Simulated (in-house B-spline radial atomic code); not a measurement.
Ag³⁺ is squeezed into an impenetrable sphere of radius R (the orbitals vanish at R). Method: non-relativistic r2SCAN, spin-polarised, spherical fractional occupations, point nucleus. Calculated with an all-electron radial atomic-structure program (B-spline basis).

Energies in eV above the free ion in [Kr] 4d8:

| R (bohr) | highest level (eV) | [Kr] 4d8 | [Ar] 3d10 4s2 4p5 4d8 4f1 | [Ar] 3d9 4s2 4p6 4d8 4f1 |
| --- | --- | --- | --- | --- |
| 9.18 | -43.4 | -2.529e-05 | 89.26 | 411.5 |
| 6.89 | -43.4 | -1.994e-05 | 89.63 | 411.9 |
| 5.1 | -43.4 | 0.01068 | 91.33 | 413.6 |
| 4.51 | -43.3 | 0.0636 | 92.73 | 415.1 |
| 3.84 | -43 | 0.4553 | 95.61 | 417.9 |
| 2.81 | -39.1 | 8.819 | 111.6 | 432.7 |
| 2.63 | -37.1 | 14.94 | 119.9 | 440.4 |
| 2.3 | -30.2 | 40.31 | 150.7 | 468.7 |
| 1.79 | 0.093 | 207.6 | 331.6 | 641 |
| 1.56 | 33.9 | 458.3 | 590.3 | 895.4 |

Task: Does [Ar] 3d10 4s2 4p5 4d8 4f1 fall below [Kr] 4d8 under compression?

Result: No, it stays above over the whole range.

Task: Does [Ar] 3d9 4s2 4p6 4d8 4f1 fall below [Kr] 4d8 under compression?

Result: No, it stays above over the whole range.

The highest level is first positive in the row R = 1.79 bohr, pushed up by confinement above the zero of the free ion's potential. Each configuration is held fixed and needn't be the lowest in the sphere.
